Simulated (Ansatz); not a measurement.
Harmonic frequencies (cm⁻¹) at PBE0-D4/def2-TZVP from Ansatz: 123, 218, 224, 328, 363, 562, 726, 799, 960, 1093, 1167, 1209, 1228, 1457, 1486, 1496, 1735, 3042, 3115, 3179, 3509.

Each molecule was computed in one conformer, which needn't be the lowest.

Task: Which molecule is it?
A. `O=[CH][SnH2][OH]`
B. `COC(=N)I`
C. `OCC#CF`
D. `NC1=COC1`

Result: B.
